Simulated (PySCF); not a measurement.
How ionic is MH along the lanthanides?

PBE0 in PySCF with x2c-SVPall on every atom, spin-free X2C, for the lowest determinant that a PBE0 search found; no spin–orbit coupling. A negative dipole means M(+)H(−).

| M | state (unpaired electrons) | Re (Å) | μ (D) |
| --- | --- | --- | --- |
| Sm | octet (f population 6.0) | 2.114 | -3.69 |
| Eu | nonet (f population 7.0) | 2.112 | -3.68 |
| Gd | octet (f population 7.0) | 1.945 | -2.04 |
| Tb | septet (f population 8.2) | 1.945 | -2.02 |
| Dy | sextet (f population 9.7) | 2.012 | -2.76 |
| Ho | quintet (f population 10.9) | 2.053 | -3.20 |
| Yb | doublet (f population 14.0) | 2.054 | -3.21 |

Task: Give the ionic character |μ|/(e·Re) of each, with 1 e·Å = 4.803 D, and the positive end.

Result: SmH 36 % (Sm positive), EuH 36 % (Eu positive), GdH 22 % (Gd positive), TbH 22 % (Tb positive), DyH 29 % (Dy positive), HoH 32 % (Ho positive), YbH 33 % (Yb positive). Lone pairs and polarisation enter μ too, so this number is only a rough measure of charge transfer.

Spin–orbit coupling is left out. With d or f electrons several states lie close, and the lowest PBE0 determinant need not be the measured ground state.
